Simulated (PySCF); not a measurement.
Identify the unknown among the candidates.

All candidates are C2H11NSi2.

| technique | computed result |
| --- | --- |
| Rotational structure | rotational constants A, B, C: 2.804, 2.724, 1.560 GHz [PBE0-D3(BJ)/def2-SVP] |
| XPS | Si2p3/2 106.9 (×2), C1s 290.6, C1s 291.7, N1s 404.0, Si1s 1846.8 (×2) eV [ΔSCF SCAN, pcX-2 on the ionised atom, pcseg-1 elsewhere, spin-free X2C, 2p3/2 from a spin–orbit splitting computed afterwards within the 2p shell] |
| UV, first state | lowest singlet excitation: 6.11 eV (203 nm, f = 0.001) [TDDFT CAM-B3LYP/def2-SVPD] |
| Polarisability | 86.8 au [CAM-B3LYP/def2-SVPD] |
| Triplet | lowest triplet excitation (Tamm–Dancoff): 5.84 eV [TDA CAM-B3LYP/def2-SVPD] |
| 13C NMR | chemical shifts (computed TMS as zero) by class: 46.2 (1 C), 16.3 (1 C) ppm [GIAO PBE0/pcSseg-1] |
| NMR, other nuclei | isotropic shieldings of nuclei other than C and H, by class: 252 (1 N), 396 (2 Si) ppm [GIAO PBE0/pcSseg-1] |
| 1H NMR | chemical shifts (computed TMS as zero) by class: 4.72 (6 H), 2.83 (2 H), 1.20 (3 H) ppm [GIAO PBE0/pcSseg-1] |

The electronic properties come from PySCF, for the isolated species, density fitting. Levels stand in brackets. Geometry: PBE0-D3(BJ)/def2-SVP, one conformer, isolated molecule. Each NMR value is the plain mean over a class of atoms that symmetry, rotation or inversion makes alike.

Question: Which candidate is it?
A. `CCN([SiH3])[SiH3]`
B. `CC[Si@@H](N)[SiH3]`
C. `CC[SiH2][SiH2]N`

Answer: A. It is `CCN([SiH3])[SiH3]`. Numbering: `[CH3:1][CH2:2][N:3]([SiH3:4])[SiH3:5]`. Its formula, C2H11NSi2, gives 0 degrees of unsaturation, so no ring and no π bond. 2 carbons fall into 2 classes; from least to most shielded: sp3 carbon bound to nitrogen [C2] (46.2 ppm), methyl carbon [C1] (16.3 ppm). Hydrogen classes from least to most shielded: 6 H on 2 SiH3 silicons, Si4/Si5 (4.72 ppm), 2 H on an sp3 carbon bound to nitrogen, C2 (2.83 ppm), 3 H on a methyl carbon, C1 (1.20 ppm). The other shieldings belong to: 252 ppm, nitrogen bridging silicon atoms [N3]; 396 ppm, SiH3 silicon [Si4/Si5]. The core levels belong to: Si2p3/2 106.9 eV, SiH3 silicon [Si4/Si5]; C1s 290.6 eV, methyl carbon [C1]; C1s 291.7 eV, sp3 carbon bound to nitrogen [C2]; N1s 404.0 eV, nitrogen bridging silicon atoms [N3]; Si1s 1846.8 eV, SiH3 silicon [Si4/Si5]. One atom of each topological class was ionised and stands for its class. By its constants the optimised geometry is an asymmetric top.

The others, at the same levels:
- `CC[SiH2][SiH2]N` fails: its computed core binding energies are Si2p3/2 106.0, Si2p3/2 106.4, C1s 290.0, C1s 290.4, N1s 404.6, Si1s 1845.7, Si1s 1846.2 eV, lowest singlet excitation is 5.92 eV (209 nm, f = 0.006) (against 6.11 eV) and lowest triplet excitation (Tamm–Dancoff) is 5.52 eV (against 5.84 eV).
- `CC[Si@@H](N)[SiH3]` fails: its computed core binding energies are Si2p3/2 106.2, Si2p3/2 106.2, C1s 290.0, C1s 290.6, N1s 404.5, Si1s 1845.9, Si1s 1846.1 eV, static isotropic polarisability is 92.0 au (against 86.8 au) and rotational constant A is 4.702 GHz (against 2.804 GHz).

Each candidate is one conformer, not necessarily the lowest. Dipoles, sizes and rotational constants follow the conformer. The torsions of the flexible species, by atom-mapped SMILES:
- `[CH3:1][CH2:2][N:3]([SiH3:4])[SiH3:5]`: C1–C2–N3–Si4 84°
- `[CH3:1][CH2:2][SiH2:3][SiH2:4][NH2:5]`: C1–C2–Si3–Si4 52°, C2–Si3–Si4–N5 36°, H–N5–Si4–Si3 52°, H–N5–Si4–Si3 -171°
- `[CH3:1][CH2:2][Si@@H:3]([NH2:4])[SiH3:5]`: C1–C2–Si3–N4 60°, H–N4–Si3–C2 -59°, H–N4–Si3–C2 165°
